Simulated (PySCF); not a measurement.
## How methods differ on the ionisation energy of Sm⁴⁶⁺

Sm⁴⁶⁺ [Ne] 3s2 3p4 (3P) → Sm⁴⁷⁺ [Ne] 3s2 3p3 (4S), as a difference of total energies. All numbers are calculated (PySCF 2.14, scalar relativity by spin-free X2C-1e, in an even-tempered Gaussian basis (18 s from 9.2 bohr⁻², ratio 2.5; 12 p from 12 bohr⁻², ratio 2.5; 4 d from 52 bohr⁻², ratio 2.7; 4 f from 77 bohr⁻², ratio 2.7)). Correlated levels: outer shells: 1s2 frozen; virtual orbitals above 40 to 60 times the deepest correlated orbital energy dropped. The calculations carry no spin-orbit coupling.

```json
{"method": "UHF", "ionisation energy (eV)": "3908.0"}
{"method": "MP2 (outer shells)", "ionisation energy (eV)": "3909.1"}
{"method": "SCS-MP2 (outer shells)", "ionisation energy (eV)": "3909.1"}
{"method": "CCSD (outer shells)", "ionisation energy (eV)": "3909.1"}
{"method": "CCSD(T) (outer shells)", "ionisation energy (eV)": "3909.1"}
```

Spin-orbit coupling is strong in these open shells (close to jj coupling). The scalar numbers leave it out and a first-order estimate fails, so it can dominate the gap to the real levels.

The ground level that NIST lists for one species does not belong to the high-spin term computed here, so part of any gap is the choice of state.

Breit and QED terms and the two-electron picture change are absent.

For comparison: 3873 ± 4 eV (theoretical estimate listed by NIST; NIST Atomic Spectra Database, ionization energies).
